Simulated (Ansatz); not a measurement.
Ti₂B₂⁻. Total charge -1; doublet. Geometry r2SCAN-D4/def2-SVP, that of the neutral singlet; atoms count from 1.

```csv
atom,x (Å),y (Å),z (Å)
Ti1,0.470,-1.268,0.251
Ti2,-1.075,0.218,0.830
B3,-0.185,0.235,-1.096
B4,0.790,0.816,0.014
```

The charge -1 doublet is spin-contaminated (final ⟨S²⟩ up to 1.55, 0.75 for a pure state). The highest occupied level of the charge -1 doublet lies above zero (up to 0.06 eV). It is a level of β spin, whose loss leaves a triplet; that state wasn't run at this geometry and level. The electron is either unbound and held by the finite basis, or the level is raised by self-interaction error. The structure comes from a short search, and lower isomers may exist.

Problem. Estimate the Mulliken populations from the PBE0/def2-TZVPD orbitals of Ansatz.

Solution. 
```tsv
atom	charge (e)	spin (α − β)	d electrons
Ti1	-0.12	1.91	2.75
Ti2	-0.13	-0.68	2.68
B3	-0.38	-0.11	–
B4	-0.38	-0.11	–
```
Mulliken values and Mayer orders depend strongly on the basis. With diffuse functions, as here, like atoms can get unlike values, and bond orders can come out too low or too high.

Problem. Where does the spin sit?

Solution. Summed by element: Ti 1.23, B -0.23, of 1 unpaired in all. Largest on single atoms: Ti1 1.91, Ti2 -0.68, B4 -0.11.

Problem. And the Mayer bond orders between bonded heavy atoms (over 0.3)?

Solution. Ti1–Ti2 2.15 (2.22 Å); Ti1–B3 1.01 (2.12 Å); Ti1–B4 1.01 (2.12 Å); Ti2–B3 1.11 (2.12 Å); Ti2–B4 1.11 (2.12 Å); B3–B4 2.17 (1.59 Å).
